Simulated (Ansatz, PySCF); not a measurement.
System: C3H4O, charge 0, multiplicity 1. 
Geometry from a B3LYP-D3(BJ)/def2-TZVP (Ansatz, an electronic-structure program) optimisation:
```
C
H 1 1.0839
H 1 1.0839 2 114.69
C 1 1.4653 2 118.84 3 149.21
O 4 1.1941 1 147.60 2 -73.96
C 4 1.4653 5 147.60 1 180.00
H 6 1.0839 4 118.84 5 -73.96
H 6 1.0839 7 114.69 4 -149.21
```

PBE beside other levels, property by property. Valence correlation only, unless marked. UHF or UKS for open shells. No spin-orbit coupling. Non-relativistic. CBS marks a two-point X^-3 extrapolation of the correlation energy; Hartree-Fock from the larger set. The bracket is a focal-point correction in the basis named. Rows marked 298 K are enthalpies with B3LYP-D3(BJ) harmonic zero-point and thermal terms from PySCF. Atomisation energies are electronic, to ground-state atoms; the column to compare with has the core term from cc-pwCVTZ added, other frozen-core levels have none. Vertical energies are electronic, to the SCF solution reached for that spin. The coupled-cluster column (Ansatz) is a level with limits of its own: (a) RI-MP2/CBS(aug-cc-pVTZ,aug-cc-pVQZ)+[CCSD(T)-MP2]/aug-cc-pVTZ; (b) CCSD(T)/CBS(cc-pVTZ,cc-pVQZ).

```tsv
property	SVWN5/def2-TZVPD (Ansatz)	PBE0/def2-TZVPD (Ansatz)	B2PLYP-D3(BJ)/def2-TZVPD (Ansatz + dftd3)	coupled cluster
vertical triplet-singlet gap (eV)	3.24	3.15	3.40	3.58 (a)
atomisation energy (kcal/mol)	943.1	814.5	800.3	807.3 (b)
proton affinity at O, enthalpy at 298 K, to [OH+]=C1CC1 (kcal/mol)	180.9	186.7	184.0	184.5 (b)
vertical ionisation energy to the doublet (eV)	9.51	9.43	9.49	9.68 (a)
```

### Question
What does PBE/def2-TZVPD (Ansatz) give for each property, and on which side of coupled cluster does it fall?

### Answer

- vertical triplet-singlet gap: PBE lies 0.47 eV below coupled cluster; PBE gives 3.11 eV.
- atomisation energy: PBE lies 29.0 kcal/mol above coupled cluster; PBE gives 836.3 kcal/mol.
- proton affinity at O, enthalpy at 298 K, to [OH+]=C1CC1: PBE lies 0.7 kcal/mol above coupled cluster; PBE gives 185.2 kcal/mol.
- vertical ionisation energy to the doublet: PBE lies 0.40 eV below coupled cluster; PBE gives 9.28 eV.
